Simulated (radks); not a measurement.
Polarisabilities and homonuclear dispersion coefficients (atomic units). Method: non-relativistic Kohn-Sham, LB94 model potential, spin-polarised, spherical densities, point nucleus; open shells are filled with parallel spins first (spin-orbit coupling, left out, can overturn this in heavy ions); computed with a radial shooting solver on a logarithmic mesh with Libxc functionals. Response by self-consistent Sternheimer equations with the Hartree and adiabatic LDA kernel. For heavy and open-shell atoms this level of theory can miss by tens of per cent. "Uncoupled" leaves out the induced potential. Quadrupole and octupole values are given only where no p, d or f shell is open.

species      configuration  alpha1 (bohr^3)  alpha1, uncoupled      C6  recommended alpha1
F3+           [He] 2s2 2p2           0.9498              1.390  0.8411                   -
Ag2+              [Kr] 4d9            5.617              8.500   28.91                   -
Sb+      [Kr] 4d10 5s2 5p2            24.28              40.59   195.5                   -
Ar+           [Ne] 3s2 3p5            7.083              11.13   32.11                   -
Ne+           [He] 2s2 2p5            1.324              1.571   2.292                   -
Te       [Kr] 4d10 5s2 5p4            37.24              60.02   401.1            38 +/- 4

Recommended values: Schwerdtfeger and Nagle, table of static dipole polarisabilities (2023 update), measured or computed.

Beside tabulated values, note that relativity, absent from the non-relativistic runs, is large for the heavy elements.
